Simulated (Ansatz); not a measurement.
Two isomers of CH6BrNOSi: A = `OCN[SiH2]Br`, B = `C[Si](N)(O)Br`.

Computed with Ansatz on PBE0-D4/def2-TZVP structures; ΔE is electronic, products minus reactants. CBS: MP2 limit from def2 TZ/QZ plus the TZ coupled-cluster correction, frozen cores. DFT in def2-TZVPP. B3LYP here is the variant with VWN-RPA as its local correlation; programs differ in this. For Br outer-core shells are correlated without core-valence functions, which leaves a few kJ/mol of doubt a bond. Scalar relativity is left out up to krypton. Each species was taken in one conformer, which may not be the lowest.

Problem. Which is lower in electronic energy at CCSD(T)/CBS, and by how much? (An estimate is asked.)

Solution. Ansatz gave: B, by 269.1 kJ/mol.

Problem. Give E(B) − E(A) in kJ/mol with r2SCAN-D4, CCSD/def2-TZVPP, MP2/def2-TZVPP, B3LYP, PBE0-D4, HF/def2-TZVPP, B3LYP-D4. (An estimate is asked.)

Solution. The calculation gave: r2SCAN-D4 -270.7, CCSD/def2-TZVPP -263.1, MP2/def2-TZVPP -274.6, B3LYP -255.9, PBE0-D4 -259.3, HF/def2-TZVPP -257.1, B3LYP-D4 -260.4. None reverses the order clearly.

Largest T1 diagnostic: 0.009.

From PBE to PBE0 (25 % exact exchange), in def2-TZVPP and without D4, E(B) − E(A) moves by −6.9 kJ/mol. In def2-TZVPP, CCSD(T) changes the Hartree–Fock value by −5.7 kJ/mol (the triples alone add +0.3 kJ/mol) and MP2 by −17.5 kJ/mol.
